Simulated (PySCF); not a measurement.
C₃H₉BFN, SMILES B(N)(F)CCC. Coordinates come from a PBE-D3(BJ)/def2-SVP optimisation. Other conformers were not sampled.

Computed equilibrium geometry at PBE-D3(BJ)/def2-SVP (PySCF confirms it by a frequency run) as a Z-matrix, and its point group (one conformer of several):
point group Cs.
```
C
H 1 1.1150
H 1 1.1150 2 103.98
C 1 1.5338 2 110.09 3 -117.90
H 4 1.1136 1 109.32 2 179.46
H 4 1.1136 5 105.61 1 -117.50
C 4 1.5298 5 109.16 6 -117.24
H 7 1.1092 4 112.04 5 57.49
H 7 1.1103 8 107.60 4 122.43
H 7 1.1103 8 107.60 9 115.14
B 1 1.5813 2 107.53 3 113.84
F 11 1.3592 1 118.78 2 -55.72
N 11 1.4068 12 117.35 1 180.00
H 13 1.0183 11 122.97 12 180.00
H 13 1.0201 14 114.45 11 180.00
```
Charge 0, spin multiplicity 1.
